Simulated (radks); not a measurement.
Question: Isoelectronic series with 17 electrons, each ion in its NIST ground configuration. Calculated with a radial shooting solver on a logarithmic mesh with Libxc functionals: scalar-relativistic Kohn-Sham, PBEsol, spin-polarised, spherical densities, point nucleus; open shells are filled with parallel spins first. Total energies (hartree) and orbital eigenvalues (Ry):

| ion | configuration | E (hartree) | 3p down | 3p up | 3s down | 3s up |
|---|---|---|---|---|---|---|
| Cl | [Ne] 3s2 3p5 | -460.74872 | -0.59497 | -0.65819 | -1.47743 | -1.54740 |
| Ar+ | [Ne] 3s2 3p5 | -527.90497 | -1.58130 | -1.65710 | -2.64602 | -2.72760 |
| K2+ | [Ne] 3s2 3p5 | -599.96936 | -2.83016 | -2.91793 | -4.08047 | -4.17342 |
| Ca3+ | [Ne] 3s2 3p5 | -676.93888 | -4.32648 | -4.42584 | -5.76491 | -5.86898 |
| Sc4+ | [Ne] 3s2 3p5 | -758.81663 | -6.06270 | -6.17341 | -7.69169 | -7.80668 |
| Ti5+ | [Ne] 3s2 3p5 | -845.60927 | -8.03445 | -8.15632 | -9.85657 | -9.98232 |
| V6+ | [Ne] 3s2 3p5 | -937.32586 | -10.23900 | -10.37190 | -12.25706 | -12.39345 |
| Cr7+ | [Ne] 3s2 3p5 | -1033.97729 | -12.67455 | -12.81840 | -14.89167 | -15.03861 |
| Fe9+ | [Ne] 3s2 3p5 | -1242.13527 | -18.23441 | -18.39994 | -20.86032 | -21.02816 |
| Co10+ | [Ne] 3s2 3p5 | -1353.67014 | -21.35745 | -21.53376 | -24.19385 | -24.37207 |
| Ni11+ | [Ne] 3s2 3p5 | -1470.19627 | -24.70878 | -24.89584 | -27.76028 | -27.94885 |
| Cu12+ | [Ne] 3s2 3p5 | -1591.73040 | -28.28827 | -28.48606 | -31.55992 | -31.75881 |
| Zn13+ | [Ne] 3s2 3p5 | -1718.29025 | -32.09592 | -32.30440 | -35.59323 | -35.80241 |
| Ga14+ | [Ne] 3s2 3p5 | -1849.89445 | -36.13179 | -36.35097 | -39.86076 | -40.08023 |
| Ge15+ | [Ne] 3s2 3p5 | -1986.56257 | -40.39606 | -40.62593 | -44.36321 | -44.59296 |
| As16+ | [Ne] 3s2 3p5 | -2128.31509 | -44.88895 | -45.12950 | -49.10133 | -49.34136 |

Estimate the row of Mn8+ ([Ne] 3s2 3p5).

Answer: E (hartree) -1135.57590; 3p down -15.33995; 3p up -15.49466; 3s down -17.75956; 3s up -17.91698.
